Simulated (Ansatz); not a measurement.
Basis-set extrapolation for C$_{2}$H$_{7}$AlBF (`CB[CH](F)[AlH2]`) (PBE0-D4/def2-TZVP geometry, frozen core, Ansatz). Multiplicity 1, RHF reference.

```json
{"": "HF", "def2-TZVPP": "-445.897516", "def2-QZVPP": "-445.914099"}
{"": "MP2 correlation", "def2-TZVPP": "-0.791596", "def2-QZVPP": "-0.850355"}
{"": "CCSD(T) correlation", "def2-TZVPP": "-0.869546", "def2-QZVPP": "not run"}
```

Energies in hartree. Use E(X) = E(∞) + A·exp(−7.88·√X) for Hartree–Fock and E(X) = E(∞) + B·X^(−2.97) for correlation, with X = 3 and 4, and add CCSD(T) minus MP2 of the smaller set to the MP2 limit.

Problem. What is the CCSD(T) energy at the basis-set limit?

Solution. HF limit: -445.914099 + (-0.016583) × 0.13774 = -445.91638. MP2 limit: -0.850355 + (-0.058759) × 0.74074 = -0.89388. Higher-order term: -0.869546 − (-0.791596) = -0.07795. Total: -446.88821 hartree, 318.1 kJ/mol below CCSD(T)/def2-TZVPP.
